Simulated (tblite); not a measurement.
C4H6ClN2Pd, doublet, geometry from GFN2-xTB (such geometries of metal compounds can be far from the true shape) (the multiplicity is a formal guess); tblite 0.6.0 with GFN1-xTB.

tblite was given this input:
```
$ tblite run mol.xyz --method gfn1 --charge 0 --spin 1 --guess eeq --json tblite.json --no-restart

# file mol.xyz
14

Pd     0.53547728    -0.23095976    -0.05688024
Cl     1.31327158     0.47627670    -1.99283747
C     -0.79265635    -1.88015951     3.93483482
C     -0.23803901    -1.42946845     2.69405779
N      0.22418556    -1.07640922     1.69977923
H     -0.54338503    -1.17338198     4.72615221
H     -0.38775873    -2.86017522     4.18716045
H     -1.87647185    -1.95056369     3.84457694
C     -2.10723888     2.30065959    -2.17008040
C     -1.72057591     1.47720959    -1.06522501
N     -1.42406764     0.81631576    -0.16674902
H     -1.29407186     2.31331104    -2.89654909
H     -2.30131624     3.31497194    -1.82361887
H     -3.00433245     1.89448944    -2.63572839
```

What the program printed (banner, timings and long lists left out):

```
xTB calculator
 | screened Coulomb repulsion
 | Coulomb electrostatics
 |  * isotropic Klopman-Ohno-Mataga-Nishimoto electrostatics
 |  * onsite third-order electrostatics
 | DFT-D3(BJ) dispersion correction

halogen bonding energy    0.0000000000000E+00 Eh
repulsion energy          3.3920676976448E-01 Eh
dispersion energy        -5.9066362749763E-03 Eh
number of electrons       4.9000000000000E+01 e
integral cutoff           3.1755424281685E+01 bohr

------------------------------------------------------------
  cycle        total energy    energy error   density error
------------------------------------------------------------
      1     -26.38646050006  -2.6719761E+01   7.1855338E-01
      2     -26.71665533984  -3.3019484E-01   4.1426347E-01
      3     -26.69175186467   2.4903475E-02   2.2396597E-01
      4     -26.74729474600  -5.5542881E-02   5.8737047E-02
      5     -26.74921671754  -1.9219715E-03   6.1818146E-03
      6     -26.74927725213  -6.0534590E-05   2.6003960E-03
      7     -26.74929064188  -1.3389756E-05   2.3271361E-04
      8     -26.74929070085  -5.8964364E-08   9.1288057E-05
      9     -26.74929070303  -2.1799060E-09   2.3736033E-05
     10     -26.74929070332  -2.9169200E-10   4.8717314E-06
------------------------------------------------------------

electronic energy        -2.7082590836808E+01 Eh
total energy             -2.6749290703318E+01 Eh

Post processing:
 | Mayer-Wiberg bond orders

[Info] JSON dump of results written to 'tblite.json'
```
